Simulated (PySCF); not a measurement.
CH3ISi (SMILES C[Si]I), singlet, at a GFN2-xTB geometry (all electrons, no relativity); CASSCF(4,3)/STO-3G (PySCF).

PySCF was given this input:
```python
from pyscf import gto, scf, mcscf
import numpy

mol = gto.M(
    atom='''
Si    0.19690555    1.15390164    1.28698291
I    -0.14300395   -0.75438176   -0.32833531
C     0.51397396    2.55123879    0.01951332
H     0.69245101    3.50452425    0.51464366
H    -0.33812372    2.68151631   -0.64781739
H     1.38436042    2.33413717   -0.59989549
''',
    basis='sto-3g',
    verbose=4,
)

mf = scf.RHF(mol)
mf.kernel()
mc = mcscf.CASSCF(mf, 3, 4)
mc.fix_spin_(ss=0.0)
mc.kernel()
occ = numpy.linalg.eigvalsh(mc.fcisolver.make_rdm1(mc.ci, mc.ncas, mc.nelecas))[::-1]
ss = mc.fcisolver.spin_square(mc.ci, mc.ncas, mc.nelecas)[0]
print('natural occupations', occ.round(4), ' <S^2>', round(ss, 4))
```

The log (banner, timings and long lists left out):

```
PySCF version 2.14.0

[INPUT] verbose = 4
[INPUT] num. atoms = 6
[INPUT] num. electrons = 76
[INPUT] charge = 0
[INPUT] spin (= nelec alpha-beta = 2S) = 0
[INPUT] symmetry False subgroup None
[INPUT] Mole.unit = angstrom
[INPUT] Symbol           X                Y                Z      unit          X                Y                Z       unit  Magmom
[INPUT]  1 Si     0.196905550000   1.153901640000   1.286982910000 AA    0.372097561907   2.180558074286   2.432045226896 Bohr   0.0
[INPUT]  2 I     -0.143003950000  -0.754381760000  -0.328335310000 AA   -0.270238300231  -1.425574919767  -0.620463812924 Bohr   0.0
[INPUT]  3 C      0.513973960000   2.551238790000   0.019513320000 AA    0.971270019558   4.821142591467   0.036874830581 Bohr   0.0
[INPUT]  4 H      0.692451010000   3.504524250000   0.514643660000 AA    1.308542763578   6.622591029397   0.972535569144 Bohr   0.0
[INPUT]  5 H     -0.338123720000   2.681516310000  -0.647817390000 AA   -0.638961227019   5.067331424454  -1.224197445831 Bohr   0.0
[INPUT]  6 H      1.384360420000   2.334137170000  -0.599895490000 AA    2.616062051488   4.410879988467  -1.133638179462 Bohr   0.0

nuclear repulsion = 269.547472290339
number of shells = 22
number of NR pGTOs = 132
number of NR cGTOs = 44
basis = sto-3g
ecp = {}

******** <class 'pyscf.scf.hf.RHF'> ********
method = RHF
initial guess = minao
damping factor = 0
level_shift factor = 0
DIIS = <class 'pyscf.scf.diis.CDIIS'>
diis_start_cycle = 1
diis_space = 8
diis_damp = 0
SCF conv_tol = 1e-09
SCF conv_tol_grad = None
SCF max_cycles = 50
direct_scf = True
direct_scf_tol = 1e-13
Set gradient conv threshold to 3.16228e-05
Initial guess from minao.
init E= -7153.04916201293
  HOMO = -0.312678221313698  LUMO = -0.0851669531173042  gap/eV = 6.19090
cycle= 1 E= -7175.38496959032  delta_E= -22.3  |g|= 0.274  |ddm|=  2.9
  HOMO = -0.174007308304482  LUMO = 0.111005597325315  gap/eV = 7.75560
cycle= 2 E= -7175.45421750693  delta_E= -0.0692  |g|= 0.0637  |ddm|= 1.08
  HOMO = -0.221701146175079  LUMO = 0.176625095328136  gap/eV = 10.83901
cycle= 3 E= -7175.45711535171  delta_E= -0.0029  |g|= 0.0203  |ddm|= 0.164
  HOMO = -0.228156705540656  LUMO = 0.174723581975408  gap/eV = 10.96293
cycle= 4 E= -7175.45752799514  delta_E= -0.000413  |g|= 0.00536  |ddm|= 0.0823
  HOMO = -0.2285610668503  LUMO = 0.173557216627805  gap/eV = 10.94220
cycle= 5 E= -7175.45756447417  delta_E= -3.65e-05  |g|= 0.00194  |ddm|= 0.0215
  HOMO = -0.228523073582822  LUMO = 0.174070269004028  gap/eV = 10.95512
cycle= 6 E= -7175.45757125097  delta_E= -6.78e-06  |g|= 0.000331  |ddm|= 0.0121
  HOMO = -0.228523810861476  LUMO = 0.17413150238811  gap/eV = 10.95681
cycle= 7 E= -7175.4575714282  delta_E= -1.77e-07  |g|= 5.49e-05  |ddm|= 0.00194
  HOMO = -0.228513847533537  LUMO = 0.174130877160781  gap/eV = 10.95652
cycle= 8 E= -7175.45757143285  delta_E= -4.65e-09  |g|= 9.27e-06  |ddm|= 0.000304
  HOMO = -0.228514326771771  LUMO = 0.174131994222999  gap/eV = 10.95656
cycle= 9 E= -7175.45757143296  delta_E= -1.09e-10  |g|= 1.24e-06  |ddm|= 4.05e-05
  HOMO = -0.228513934719333  LUMO = 0.174132183855261  gap/eV = 10.95656
Extra cycle  E= -7175.45757143296  delta_E= 3.64e-12  |g|= 4.59e-07  |ddm|= 3.95e-06
converged SCF energy = -7175.45757143296

******** <class 'pyscf.mcscf.mc1step.CASSCF'> ********
CAS (2e+2e, 3o), ncore = 36, nvir = 5
max_cycle_macro = 50
max_cycle_micro = 4
conv_tol = 1e-07
conv_tol_grad = None
orbital rotation max_stepsize = 0.02
orbital rotation threshold for CI restart = 0.01
augmented hessian ah_max_cycle = 30
augmented hessian ah_conv_tol = 1e-12
augmented hessian ah_linear dependence = 1e-14
augmented hessian ah_level shift = 1e-08
augmented hessian ah_start_tol = 2.5
augmented hessian ah_start_cycle = 3
augmented hessian ah_grad_trust_region = 3
kf_trust_region = 3
kf_interval = 4
ci_response_space = 4
ci_grad_trust_region = 3
with_dep4 0
natorb = False
canonicalization = True
sorting_mo_energy = False
ao2mo_level = 2
internal_rotation = False
******** <class 'pyscf.fci.addons.SpinPenaltyFCISolver'> ********
max. cycles = 50
conv_tol = 1e-08
davidson only = True
linear dependence = 1e-12
level shift = 0.001
max iter space = 12
nroots = 1
pspace_size = 400
spin = None
CASCI E = -7175.45860732936  S^2 = 0.0000000
Set conv_tol_grad to 0.000316228
macro iter   1 ( 21 JK    4 micro), CASSCF E = -7175.46464603965  dE = -6.03871029e-03  S^2 = 0.0000000
               |grad[o]|=0.00358  |grad[c]|=0.0146  |ddm|=0.0352  |maxRot[o]|=0.287
macro iter   2 ( 21 JK    4 micro), CASSCF E = -7175.46827594762  dE = -3.62990797e-03  S^2 = 0.0000000
               |grad[o]|=0.0121  |grad[c]|=0.00591  |ddm|=0.0153  |maxRot[o]|=0.227
macro iter   3 ( 21 JK    4 micro), CASSCF E = -7175.46986363715  dE = -1.58768954e-03  S^2 = 0.0000000
               |grad[o]|=0.00967  |grad[c]|=0.00588  |ddm|=0.00569  |maxRot[o]|=0.091
macro iter   4 ( 12 JK    3 micro), CASSCF E = -7175.47058321019  dE = -7.19573040e-04  S^2 = 0.0000000
               |grad[o]|=0.00623  |grad[c]|=0.00649  |ddm|=0.00359  |maxRot[o]|=0.0852
macro iter   5 ( 21 JK    4 micro), CASSCF E = -7175.47077234801  dE = -1.89137814e-04  S^2 = 0.0000000
               |grad[o]|=0.0033  |grad[c]|=0.0141  |ddm|=0.0085  |maxRot[o]|=0.315
macro iter   6 ( 20 JK    4 micro), CASSCF E = -7175.47089414218  dE = -1.21794174e-04  S^2 = 0.0000000
               |grad[o]|=0.00243  |grad[c]|=0.00171  |ddm|=0.00147  |maxRot[o]|=0.0399
macro iter   7 (  7 JK    2 micro), CASSCF E = -7175.47090522860  dE = -1.10864157e-05  S^2 = 0.0000000
               |grad[o]|=0.000793  |grad[c]|=0.000242  |ddm|=0.00214  |maxRot[o]|=0.0699
macro iter   8 (  4 JK    1 micro), CASSCF E = -7175.47090669477  dE = -1.46616912e-06  S^2 = 0.0000000
               |grad[o]|=0.000221  |grad[c]|=0.000203  |ddm|=0.000491  |maxRot[o]|=0.0372
macro iter   9 (  3 JK    1 micro), CASSCF E = -7175.47090669949  dE = -4.72300599e-09  S^2 = 0.0000000
               |grad[o]|=4e-05  |grad[c]|=1.74e-05  |ddm|=2.67e-05  |maxRot[o]|=0.0014
1-step CASSCF converged in   9 macro (130 JK  27 micro) steps
CASSCF canonicalization
Density matrix diagonal elements [1.99923629 1.95522582 0.04553788]
CASSCF energy = -7175.47090669949
CASCI E = -7175.47090669949  E(CI) = -3.17218203511311  S^2 = 0.0000000
natural occupations [1.9992 1.9552 0.0455]  <S^2> 0.0
```
